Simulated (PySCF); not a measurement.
Members of one family of related compounds. Computed, not measured: TDDFT CAM-B3LYP/def2-SVPD, vertical, gas phase, core orbitals frozen in the response in PySCF 2.14.0, density-fitted response routines. Geometries: PBE0-D3(BJ)/def2-SVP; one conformer of each isolated species. Triplets are in the Tamm–Dancoff approximation.

Question: Rank by computed HOMO energy, lowest first.
A. `FC(F)(F)O[C@H]1C=CC[SiH2]1`
B. `CC(=O)N[C@@H]1C=CC[SiH2]1`
C. `ClC[C@H]1C=CC[SiH2]1`
D. `[H]/N=C\[C@H]1C=CC[SiH2]1`

Answer: A (-8.98 eV), D (-8.80 eV), C (-8.59 eV), B (-8.24 eV).

| SMILES | HOMO (eV) | T1 (eV) | LUMO (eV) | first f ≥ 0.01 (nm) | α (au) | S1 mainly |
| --- | --- | --- | --- | --- | --- | --- |
| FC(F)(F)O[C@H]1C=CC[SiH2]1 | -8.98 | 4.28 | 0.85 | 185 | 88.9 | H→L (83%) |
| [H]/N=C\[C@H]1C=CC[SiH2]1 | -8.80 | 4.31 | 0.89 | 183 | 88.9 | H→L+1 (40%) |
| ClC[C@H]1C=CC[SiH2]1 | -8.59 | 4.26 | 0.93 | 185 | 95.1 | H→L (86%) |
| CC(=O)N[C@@H]1C=CC[SiH2]1 | -8.24 | 4.18 | 1.00 | 190 | 105.6 | H-1→L+1 (29%) |

H and L stand for HOMO and LUMO.

- `FC(F)(F)O[C@H]1C=CC[SiH2]1`: Löwdin shares by element: HOMO carbon 75% or more (atoms not listed hold the other 25%); LUMO carbon 72% or more (atoms not listed hold the other 28%).
- `[H]/N=C\[C@H]1C=CC[SiH2]1`: Löwdin shares by element: HOMO carbon 34% or more, nitrogen 34% (atoms not listed hold the other 32%); LUMO carbon 47% or more, silicon 11% (atoms not listed hold the other 42%).
- `ClC[C@H]1C=CC[SiH2]1`: Löwdin shares by element: HOMO carbon 79% or more (atoms not listed hold the other 21%); LUMO carbon 25% or more, silicon 12%, chlorine 10% (atoms not listed hold the other 53%).
- `CC(=O)N[C@@H]1C=CC[SiH2]1`: Löwdin shares by element: HOMO carbon 70% or more (atoms not listed hold the other 30%); LUMO carbon 27% or more, hydrogen 26% or more (atoms not listed hold the other 47%).
